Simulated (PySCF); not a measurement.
## Ionising InSn

PBE; PySCF, scalar-relativistic core potentials, basis sets In cc-pVDZ-PP with ECP28, Sn cc-pVDZ-PP with ECP28. Neutral (UKS): quartet (σ ↑, π ↑↑), Re = 2.884 Å, ωe = 141 cm⁻¹, De = 2.16 eV, HOMO -4.29 eV, LUMO -3.26 eV.

InSn⁺ (UKS): triplet (σ ↑, π ↑), Re = 3.293 Å, ωe = 81.3 cm⁻¹, De = 1.06 eV to In⁺ + Sn. The energies at the minima are -404.43158 hartree for InSn and -404.18648 for InSn⁺.

Problem. Work out the adiabatic ionisation energy, without and with harmonic zero-point energies (1 hartree = 27.2114 eV, 1 eV = 8065.5 cm⁻¹), and the change of the bond length.

Solution. At PBE: 0.24510 hartree = 6.670 eV between the minima; the zero-point term (81.3 − 141.0)/2 cm⁻¹ = -0.004 eV makes it 6.666 eV. Re changes by +40.9 pm against the neutral. The electron leaves a π orbital, and the ion is left as a loose complex of an ion and an atom.

Spin–orbit coupling is left out, which matters for elements this heavy, above all for dissociation energies. For an ion De counts to the pair picked by the measured ionisation energies or electron affinities, which need not be the lowest pair at this level. States were picked by a PBE0 search and need not be the measured ground states.
